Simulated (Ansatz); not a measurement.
The cluster Cu₄B (the lowest doublet isomer of a short search). Charge 0, multiplicity 2. Geometry B3LYP-D4/def2-SVP, basis def2-TZVP, Ansatz.

```xyz
5

B     0.898    0.293    0.064
Cu    0.741   -1.381    1.047
Cu   -0.514   -0.851   -1.031
Cu   -1.043    0.343    0.919
Cu   -0.082    1.596   -0.999
```

| run | HOMO (eV) | LUMO (eV) |
| --- | --- | --- |
| A | -5.22 | -3.12 |
| B | -4.50 | -4.01 |
| C | -4.68 | -3.89 |
| D | -4.59 | -4.15 |

The structure comes from a short search, and lower isomers may exist.

HOMO and LUMO are taken over both spins.

Task: The runs used PBE, PBE0, r2SCAN, revPBE. Estimate which is which.

Result: A PBE0 (25 % exact exchange); B revPBE (0 % exact exchange); C r2SCAN (0 % exact exchange); D PBE (0 % exact exchange). Exact exchange lowers occupied and raises empty levels; among semilocal functionals meta-GGAs tend to open the gap a little, and such runs are hard to tell apart. The gap grows from 0.45 eV (PBE) to 2.10 eV (PBE0).
